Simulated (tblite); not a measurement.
Compound: C₆H₁₂F₂OSi.
Atom-mapped SMILES: `[CH3:1][CH:2]([CH3:3])[O:4][Si@H:5]([F:6])[CH2:7]/[CH:8]=[CH:9]/[F:10]` (hydrogens: H11, H12, H13 on C1; H14 on C2; H15, H16, H17 on C3; H18 on Si5; H19, H20 on C7; H21 on C8; H22 on C9)

The geometry is computed with GFN2-xTB (gas phase).

Q: Give the optimised bond lengths and angles.

A: 
| bond | length (Å) |
| --- | --- |
| C1–C2 | 1.524 |
| C2–C3 | 1.524 |
| C2–O4 | 1.418 |
| O4–Si5 | 1.600 |
| Si5–F6 | 1.620 |
| Si5–C7 | 1.897 |
| C7–C8 | 1.485 |
| C8=C9 | 1.318 |
| C9–F10 | 1.351 |
| C1–H11, C1–H12, C1–H13 | 1.087 |
| C2–H14 | 1.097 |
| C3–H15, C3–H16, C3–H17 | 1.087 |
| Si5–H18 | 1.454 |
| C7–H19 | 1.092 |
| C7–H20 | 1.089 |
| C8–H21 | 1.080 |
| C9–H22 | 1.080 |

Bonds in one row agree within 0.01 Å and their mean is given. A selection of angles:
| angle | degrees |
| --- | --- |
| C2–C1–H11 | 110.1 |
| H11–C1–H12 | 109.2 |
| C1–C2–C3 | 112.1 |
| C1–C2–O4 | 108.6 |
| C1–C2–H14 | 109.2 |
| C3–C2–O4 | 108.2 |
| C3–C2–H14 | 109.6 |
| O4–C2–H14 | 109.0 |
| C2–C3–H15 | 110.0 |
| H15–C3–H16 | 109.1 |
| C2–O4–Si5 | 132.4 |
| O4–Si5–F6 | 109.7 |
| O4–Si5–C7 | 104.8 |
| O4–Si5–H18 | 115.4 |
| F6–Si5–C7 | 108.1 |
| F6–Si5–H18 | 102.9 |
| C7–Si5–H18 | 115.8 |
| Si5–C7–C8 | 112.4 |
| Si5–C7–H19 | 108.7 |
| Si5–C7–H20 | 109.1 |
| C8–C7–H19 | 109.0 |
| C8–C7–H20 | 109.9 |
| H19–C7–H20 | 107.6 |
| C7–C8–C9 | 123.8 |
| C7–C8–H21 | 116.8 |
| C9–C8–H21 | 119.4 |
| C8–C9–F10 | 121.8 |
| C8–C9–H22 | 126.4 |
| F10–C9–H22 | 111.8 |

Torsions: C1–C2–O4–Si5 111° (anticlinal); C2–O4–Si5–F6 -58° (synclinal); O4–Si5–C7–C8 -67° (synclinal); Si5–C7–C8–C9 -115° (anticlinal); C7–C8–C9–F10 179° (antiperiplanar).

Si5 (fluorine-bound silicon) is distorted tetrahedral (angles from 102.9° to 115.8°). The C–C distances run from 1.318 Å (C8=C9, drawn double) to 1.524 Å (C1–C2, drawn single), a spread of 0.206 Å. Of the pairs four or more bonds apart, H20···H22 is among the closest relative to their van der Waals radii: 2.48 Å, 103 % of the sum of Bondi's values.

Point group: C1 (no symmetry element, even within 0.4 Å). GFN2-xTB frequencies show an imaginary mode (23i cm⁻¹), so the point is no minimum at that level. 3 starts were optimised and ended at 0.00, 0.29 and 0.73 kcal/mol (GFN2-xTB); the lowest of these is shown.
